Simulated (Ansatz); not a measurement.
`[OH][GaH][Cl]` + `[SiH3][SeH]` → `[SiH3][Se][GaH][Cl]` + H₂O at 600 K and 1 bar (ligand exchange at a Ga–O bond).

Isolated molecules relaxed with PBE0-D4/def2-TZVP in Ansatz; ΔE leaves out vibrations. CBS: MP2 limit from def2 TZ/QZ plus the TZ coupled-cluster correction, frozen cores. This one scheme is used for every species. For Ga, Se outer-core shells are correlated without core-valence functions, which leaves a few kJ/mol of doubt a bond. Scalar relativity is left out up to krypton. Each species was taken in one conformer, which may not be the lowest.

```json
{"species": "`[OH][GaH][Cl]`", "CCSD(T)/CBS energy (Eh)": "-2460.17745", "H − E (kJ/mol)": "95.8", "S (J/(mol·K))": "354.0"}
{"species": "`[SiH3][SeH]`", "CCSD(T)/CBS energy (Eh)": "-2692.20088", "H − E (kJ/mol)": "124.0", "S (J/(mol·K))": "341.5"}
{"species": "`[SiH3][Se][GaH][Cl]`", "CCSD(T)/CBS energy (Eh)": "-5076.01837", "H − E (kJ/mol)": "152.4", "S (J/(mol·K))": "482.9"}
{"species": "H₂O", "CCSD(T)/CBS energy (Eh)": "-76.37941", "H − E (kJ/mol)": "76.8", "S (J/(mol·K))": "212.8"}
```

H − E and S are ideal-gas, rigid-rotor, harmonic terms from PBE0-D4/def2-TZVP, for one conformer and one mirror image of each species. 1 Eh = 2625.50 kJ/mol, R = 8.31446 J/(mol·K).

Question: By hand: ΔE, ΔH, ΔS and ΔG.

Answer: ΔE = (-5076.01837) + (-76.37941) − (-2460.17745) − (-2692.20088) = -0.01945 Eh = -51.1 kJ/mol. Δ(H − E) = 152.4 + 76.8 − 95.8 − 124.0 = 9.4, so ΔH = -41.7 kJ/mol. ΔS = 482.9 + 212.8 − 354.0 − 341.5 = 0.2 J/(mol·K). ΔG = -41.7 − 600 × (0.2)/1000 = -41.8 kJ/mol.

Question: By hand: the equilibrium constant, and the temperature at which ΔG would vanish if ΔH and ΔS stayed fixed.

Answer: log₁₀ K = −ΔG/(RT ln 10) = 3.6. ΔH and −TΔS have one sign here, so there is no such temperature. One of them is within its doubt of zero, so this could turn.

The number of gas molecules stays the same, so ΔS is small and ΔH decides. A doubt of 5 kJ/mol in ΔE shifts log₁₀ K by 0.4 here. Other conformers and mirror images would add mixing entropy, several J/(mol·K) or more a flexible species. Modes under 60 cm⁻¹, often nearly free rotors, make the harmonic entropy too high. These are equilibria of isolated gas molecules and say nothing of rates. Largest T1 diagnostic: 0.013 (customary marks: 0.02 for closed shells, 0.045 for open ones).
